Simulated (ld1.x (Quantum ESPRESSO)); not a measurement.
W, TM: configuration errors across variants

* Element: W
* Generator: ld1.x (Quantum ESPRESSO) 7.5
* Type: norm-conserving Troullier–Martins (Kleinman–Bylander form)
* Functional: BLYP
* Relativity: non-relativistic
* Frozen core: [Xe]
* Valence charge: 20
* Reference configuration: 4f14 5d4 6s1 6p0 (charge +1)
* Partial waves: 6s (bound): rc 2.55 bohr; 6p (bound, empty): rc 2.65 bohr; 5d (bound): rc 2.25 bohr; 4f (bound): rc 0.85 bohr
* Local potential: the f channel
* Core correction: Bessel-smoothed model core inside 0.40 bohr

All-electron excitation energies from the reference (eV): (1) 4f14 5d4 6s2 6p0 -7.602; (2) 4f14 5d4 6s0 6p0 13.992; (3) 4f14 5d3 6s0 6p0 40.073; (4) 4f14 5d4.5 6s1.5 6p0 -7.962; (5) 4f14 5d5 6s1 6p0 -8.057; (6) 4f14 5d5 6s0 6p0 -1.326.

Tests that are not counted but printed errors over 1 eV. “base”: 4f14 5d4 6s1 6p1 (pseudo-atom not self-consistent, printed error +1.8 eV). “wave 6s (bound): rc 2.55 bohr becomes 6s (bound): rc 2.32 bohr”: 4f14 5d4 6s1 6p1 (pseudo-atom not self-consistent, printed error +1.5 eV). “wave 6s (bound): rc 2.55 bohr becomes 6s (bound): rc 3.78 bohr”: 4f14 5d4 6s1 6p1 (pseudo-atom not self-consistent, printed error +148 eV).

1 further variants failed, have other tests or too few solved ones, and are left out.

A true bound ghost makes a file unfit for plane-wave use even where its test errors are small: the radial tests pick states by their node count and pass the ghost by. Where a test does run into it, the solver fails or the error is huge.

Errors AE − PS in meV (a dash: test not solved or not reliable):

| change | (1) | (2) | (3) | (4) | (5) | (6) | bound ghosts |
| --- | --- | --- | --- | --- | --- | --- | --- |
| base | -5.7 | -7.6 | -110 | -15 | -48 | -73 | s, d |
| wave 6s (bound): rc 2.55 bohr becomes 6s (bound): rc 2.02 bohr | -7.7 | -7.3 | -155 | -27 | -57 | -47 | s, d |
| wave 6s (bound): rc 2.55 bohr becomes 6s (bound): rc 2.32 bohr | -5.7 | -6.4 | -125 | -19 | -52 | -62 | s, d |
| wave 6s (bound): rc 2.55 bohr becomes 6s (bound): rc 2.66 bohr | -5.8 | -7.7 | -108 | -14 | -48 | -74 | s, d |
| wave 6s (bound): rc 2.55 bohr becomes 6s (bound): rc 2.84 bohr | -5.8 | -7.7 | -105 | -13 | -47 | -76 | s, d |
| wave 6s (bound): rc 2.55 bohr becomes 6s (bound): rc 3.52 bohr | -7.3 | -14 | -158 | -20 | -47 | -50 | s, d |
| wave 6s (bound): rc 2.55 bohr becomes 6s (bound): rc 3.78 bohr | -8.9 | -19 | -189 | -23 | -47 | -37 | s, d |

(1) Give the same row for: wave 6s (bound): rc 2.55 bohr becomes 6s (bound): rc 3.14 bohr.

## Answers

(1) -5.9, -8.3, -114, -15, -48, -71; bound ghosts: s, d.
